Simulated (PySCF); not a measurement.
C₆ coefficients of unlike pairs at UHF

Calculated with PySCF 2.14 from the dipole response of each species, C₆(A,B) = (3/π) ∫ α_A(iu) α_B(iu) du, in atomic units, from isotropic polarisabilities. For ions this is the dispersion term alone; charge-induced terms of lower order in 1/R come first.

```
species      configuration                                                                                              basis      relativity  α (bohr³)  C₆ (like pair)
   Cl³⁺  [Ne] 3s2 3p2 (3P)                                                                        aug-cc-pwCVQZ (10s9p7d5f3g)            none      4.516           12.34
     P⁺  [Ne] 3s2 3p2 (3P)               aug-cc-pV(Q+d)Z with one added diffuse shell each of s, p, d, f, g type (8s7p6d4f3g)            none      14.47           74.97
   Cd³⁺      [Kr] 4d9 (2D)  aug-cc-pVTZ-PP with one added diffuse shell each of s, p, d, f, g type with ECP28MDF (7s7p6d4f3g)  core potential      3.434           14.93
    Sr⁺      [Kr] 5s1 (2S)                                                                           aug-cc-pVDZ-X2C (7s6p4d)   spin-free X2C      119.3            1129
```

(1) Estimate C₆ for Sr⁺ with Cd³⁺.

No spin-orbit coupling is included.

The other pairs:

```json
{"pair": "Sr⁺, Cl³⁺", "C₆": "82.88"}
{"pair": "Cd³⁺, P⁺", "C₆": "27.91"}
{"pair": "Sr⁺, P⁺", "C₆": "236.8"}
{"pair": "Cd³⁺, Cl³⁺", "C₆": "12.74"}
{"pair": "P⁺, Cl³⁺", "C₆": "29.40"}
```

## Answers

(1) The integral gives 70.95. The combination rule 2 C_A C_B / (C_A α_B/α_A + C_B α_A/α_B) gives 61.16 and the geometric mean 129.9.
